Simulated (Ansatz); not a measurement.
This geometry of H$_{2}$OSSe (5 atoms, charge 0, multiplicity 1) is a first-order saddle point.

Level of theory: RKS B3LYP-D4/def2-SVP (Ansatz 0.2.0).

```xyz
5
Properties=species:S:1:pos:R:3
S -0.966 -1.317 0.306
O -0.144 0.110 0.602
Se 1.223 0.512 -0.633
H -1.913 -0.832 -0.550
H 1.799 1.527 0.275
```

Problem. Which two structures does it join? (They come from a converged band through this point; their orientation in space is the band's.)

Solution. No bond is made or broken. The dihedral S1–O2–Se3–H5 goes from 86 to -79°.

Initial state:

```xyz
5
Properties=species:S:1:pos:R:3
S -1.005 -1.241 0.174
O -0.123 -0.034 0.958
Se 1.576 0.383 0.343
H -1.570 -0.468 -0.795
H 1.122 1.360 -0.680
```

Final state:

```xyz
5
Properties=species:S:1:pos:R:3
S -0.825 -1.202 -0.319
O 0.041 -0.261 0.783
Se 0.812 1.325 0.206
H -2.023 -0.561 -0.234
H 1.995 0.700 -0.436
```

Problem. How far does it lie above each of them?

Solution. 0.087 eV above the first and 0.087 eV above the second. This is the barrier of this one path; another mechanism may lie lower.

Run time: 3.4 min on 1 thread of Arm Neoverse V2, with other jobs on the host, peak memory 0.14 GiB.
